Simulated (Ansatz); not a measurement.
BCl, singlet, at a GFN2-xTB geometry. Base run: CCSD(T)/aug-cc-pVDZ (Ansatz, a quantum-chemistry and plane-wave program).

The Ansatz input:
Ansatz 0.2 input:
```yaml
crystal:
  periodic: [false, false, false]
  atoms:
    - {symbol: B, position_ang: [-0.00000000, -0.00000000, -1.22002676]}
    - {symbol: Cl, position_ang: [0.00000000, 0.00000000, 0.35883140]}
basis:
  gaussian:
    orbitals: aug-cc-pVDZ
magnetization: {spin_polarized: false}
correlation: {method: ccsd_t}
```

Each row names what was changed in the base input (with any setting that the change needs).

| change | ΔE vs base (mEh) | MP2 correlation (Eh) | CC correlation without the perturbative part (Eh) | basis functions |
|---|---|---|---|---|
| base | 0.000 | -0.20716 | -0.23370 | 50 |
| lower_state_search = off | 0.000 | -0.20716 | -0.23370 | 50 |
| accuracy = high | 0.000 | -0.20716 | -0.23370 | 50 |
| diis_vectors = 4 | 0.000 | -0.20716 | -0.23370 | 50 |
| method = ccsd | 8.164 | -0.20716 | -0.23370 | 50 |
| method = mp2 | 34.695 | -0.20716 | - | 50 |
| method = bccd | 8.544 | -0.20716 | -0.23332 | 50 |
| electrons = all | -8.260 | -0.21630 | -0.24166 | 50 |
| method = bccd_t | -0.094 | -0.20716 | -0.23332 | 50 |
| electrons = outside_noble_gas | 0.000 | -0.20716 | -0.23370 | 50 |
